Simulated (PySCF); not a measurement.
Job file and geometry (Å, from GFN2-xTB) of an NMR shielding run on SMILES S(B(OC)BSC)C, C3H10B2OS2, PySCF 2.14.0, density-fitted response routines, GIAO PBE0/pcSseg-1 NMR shielding, non-relativistic, gas phase; density fitting, a coarse starting grid and PySCF grid level 2 are the driver's defaults:

```
$ OMP_NUM_THREADS=1 python probes_run.py task.json out

{"job": {"kind": "nmr", "xc": "PBE0", "basis": "pcSseg-1"}, "charge": 0, "multiplicity": 1}
C     -1.645809     1.901990     1.256773
O     -0.847405     1.698084     0.112362
B     -0.597341     0.513712    -0.452391
B      0.341620     0.366861    -1.821025
S      2.073595     0.080429    -1.782681
C      2.500789     0.084255    -0.000878
S     -1.310821    -0.994946     0.332602
C     -0.740833    -2.337427    -0.764402
H     -1.172812     1.454680     2.134639
H     -2.629793     1.445252     1.125976
H     -1.751032     2.977357     1.399921
H     -0.086892     0.377749    -2.914007
H      2.009764    -0.747705     0.493674
H      3.577404    -0.024907     0.073184
H      2.185602     1.023066     0.440998
H     -1.125265    -3.263532    -0.349813
H      0.344090    -2.365665    -0.788625
H     -1.133621    -2.182934    -1.764299
```

**Question.** Write the output of this run.

**Answer.** 
```
coarse grid: 15968 points
cycle   1  E = -1040.9549338352  dE =  7.559e-01  |g| = 5.665e-01  |ddm| = 3.781e+00
cycle   2  E = -1040.8793331798  dE =  7.560e-02  |g| = 8.672e-01  |ddm| = 1.246e+00
cycle   3  E = -1041.0185028033  dE = -1.392e-01  |g| = 1.069e-01  |ddm| = 8.200e-01
cycle   4  E = -1041.0208800623  dE = -2.377e-03  |g| = 2.961e-02  |ddm| = 1.229e-01
cycle   5  E = -1041.0210785749  dE = -1.985e-04  |g| = 9.396e-03  |ddm| = 3.830e-02
cycle   6  E = -1041.0211011790  dE = -2.260e-05  |g| = 2.926e-03  |ddm| = 1.435e-02
cycle   7  E = -1041.0211030990  dE = -1.920e-06  |g| = 6.048e-04  |ddm| = 3.638e-03
final grid: 144464 points
cycle   8  E = -1041.0812772691  dE = -5.118e-05  |g| = 1.249e-02  |ddm| = 3.868e-02
cycle   9  E = -1041.0812489362  dE =  2.833e-05  |g| = 1.718e-02  |ddm| = 2.131e-02
cycle  10  E = -1041.0813109927  dE = -6.206e-05  |g| = 1.711e-03  |ddm| = 1.355e-02
cycle  11  E = -1041.0813116001  dE = -6.074e-07  |g| = 3.041e-04  |ddm| = 1.608e-03
cycle  12  E = -1041.0813116196  dE = -1.952e-08  |g| = 1.155e-04  |ddm| = 4.543e-04
cycle  13  E = -1041.0813116227  dE = -3.077e-09  |g| = 3.581e-05  |ddm| = 1.609e-04
cycle  14  E = -1041.0813116230  dE = -3.088e-10  |g| = 8.255e-06  |ddm| = 4.099e-05
converged SCF energy = -1041.0813116230

GIAO shielding tensors (ppm)
atom      isotropic    diamagn.    paramagn.     s11        s22        s33       span
  0 C      130.475     245.066    -114.591    103.839    105.712    181.876     78.037
  1 O      167.402     393.291    -225.888    -14.919    151.602    365.523    380.442
  2 B       47.977     198.568    -150.591      4.050     42.688     97.193     93.143
  3 B       26.082     197.918    -171.836    -57.103      1.754    133.596    190.699
  4 S      374.596    1058.129    -683.533     56.816    481.409    585.563    528.747
  5 C      165.480     253.267     -87.788    150.295    158.684    187.460     37.165
  6 S      520.872    1061.604    -540.732    342.352    591.682    628.582    286.230
  7 C      172.204     252.436     -80.232    160.642    169.341    186.629     25.987
  8 H       27.848      30.503      -2.656     24.369     26.262     32.912      8.543
  9 H       27.744      29.190      -1.446     23.838     26.566     32.827      8.990
 10 H       27.518      27.530      -0.012     23.667     25.681     33.206      9.539
 11 H       23.817      30.115      -6.298     18.056     25.948     27.447      9.390
 12 H       29.325      33.256      -3.931     24.521     29.345     34.110      9.589
 13 H       29.630      29.397       0.233     24.483     27.159     37.249     12.765
 14 H       29.251      32.415      -3.164     24.887     27.958     34.908     10.021
 15 H       29.725      29.557       0.168     24.455     27.046     37.672     13.217
 16 H       29.817      32.191      -2.374     23.908     29.587     35.957     12.049
 17 H       29.665      30.488      -0.823     24.980     27.384     36.632     11.652
```

Size and cost of the density-fitted run: 200 basis functions, 84 s wall time on 1 thread of an Arm Neoverse N1, shared host; peak memory 0.9 GiB.
